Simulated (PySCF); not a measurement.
## `C=CCC[C@H](O)C(C)C`, C8H16O

Molfile (atoms numbered from 1):
```
C8H16O
     RDKit          3D

 25 24  0  0  0  0  0  0  0  0999 V2000
    4.1526    0.9438    0.5811 C   0  0  0  0  0  0  0  0  0  0  0  0
    3.2379    0.1745   -0.0107 C   0  0  0  0  0  0  0  0  0  0  0  0
    1.9806   -0.3270    0.6220 C   0  0  0  0  0  0  0  0  0  0  0  0
    0.7212    0.1608   -0.0909 C   0  0  0  0  0  0  0  0  0  0  0  0
   -0.5597   -0.4323    0.4889 C   0  0  2  0  0  0  0  0  0  0  0  0
   -0.4898   -1.8428    0.5110 O   0  0  0  0  0  0  0  0  0  0  0  0
   -1.8395    0.0427   -0.2167 C   0  0  0  0  0  0  0  0  0  0  0  0
   -1.9725    1.5613   -0.2452 C   0  0  0  0  0  0  0  0  0  0  0  0
   -3.0676   -0.5978    0.4209 C   0  0  0  0  0  0  0  0  0  0  0  0
    5.0482    1.2752    0.0489 H   0  0  0  0  0  0  0  0  0  0  0  0
    4.0415    1.2664    1.6220 H   0  0  0  0  0  0  0  0  0  0  0  0
    3.3953   -0.1188   -1.0580 H   0  0  0  0  0  0  0  0  0  0  0  0
    1.9699   -1.4303    0.6164 H   0  0  0  0  0  0  0  0  0  0  0  0
    1.9467   -0.0233    1.6819 H   0  0  0  0  0  0  0  0  0  0  0  0
    0.6832    1.2603   -0.0468 H   0  0  0  0  0  0  0  0  0  0  0  0
    0.7748   -0.0998   -1.1662 H   0  0  0  0  0  0  0  0  0  0  0  0
   -0.6299   -0.1382    1.5528 H   0  0  0  0  0  0  0  0  0  0  0  0
   -0.4510   -2.1430   -0.4049 H   0  0  0  0  0  0  0  0  0  0  0  0
   -1.7693   -0.3141   -1.2648 H   0  0  0  0  0  0  0  0  0  0  0  0
   -1.9201    1.9781    0.7748 H   0  0  0  0  0  0  0  0  0  0  0  0
   -2.9443    1.8559   -0.6700 H   0  0  0  0  0  0  0  0  0  0  0  0
   -1.1903    2.0450   -0.8479 H   0  0  0  0  0  0  0  0  0  0  0  0
   -3.2195   -0.2091    1.4418 H   0  0  0  0  0  0  0  0  0  0  0  0
   -2.9495   -1.6873    0.4950 H   0  0  0  0  0  0  0  0  0  0  0  0
   -3.9771   -0.3788   -0.1592 H   0  0  0  0  0  0  0  0  0  0  0  0
  1  2  2  0
  2  3  1  0
  3  4  1  0
  4  5  1  0
  5  6  1  0
  5  7  1  0
  7  8  1  0
  7  9  1  0
  1 10  1  0
  1 11  1  0
  2 12  1  0
  3 13  1  0
  3 14  1  0
  4 15  1  0
  4 16  1  0
  5 17  1  1
  6 18  1  0
  7 19  1  0
  8 20  1  0
  8 21  1  0
  8 22  1  0
  9 23  1  0
  9 24  1  0
  9 25  1  0
M  END
```

Computed with PySCF, TDDFT CAM-B3LYP/def2-SVPD excited states, vertical, gas phase. Geometry: PBE0-D3(BJ)/def2-SVP.

Task: Give the one- and two-photon strengths of the lowest singlets.

Result: δ for parallel linear polarisation; σ at the peak of a Lorentzian of half width 0.1 eV, single beam; Ω is circular over linear.
| state | E (eV) | f | photon λ (nm) | δ (au) | σ (GM) | Ω | main |
| --- | --- | --- | --- | --- | --- | --- | --- |
| S1 | 7.03 | 0.019 | 352 | 12.3 | 0.22 | 1.45 | HOMO→LUMO 0.43, HOMO−1→LUMO 0.34 |
| S2 | 7.28 | 0.040 | 341 | 13.4 | 0.26 | 0.82 | HOMO→LUMO+4 0.30, HOMO→LUMO+3 0.26 |
| S3 | 7.38 | 0.516 | 336 | 65.2 | 1.30 | 0.69 | HOMO→LUMO+1 0.89 |
| S4 | 7.62 | 0.003 | 325 | 28 | 0.60 | 1.42 | HOMO→LUMO+2 0.25, HOMO→LUMO+6 0.25 |
| S5 | 8.00 | 0.008 | 310 | 35.3 | 0.83 | 0.68 | HOMO→LUMO+5 0.30, HOMO→LUMO 0.19 |
| S6 | 8.10 | 0.001 | 306 | 28.6 | 0.69 | 0.72 | HOMO−5→LUMO+1 0.50, HOMO−1→LUMO+1 0.16 |

Among these, the strongest one-photon state is S3, the strongest two-photon state S3, with a dipole change of 2.0 D (relaxed, norm of the difference vector).
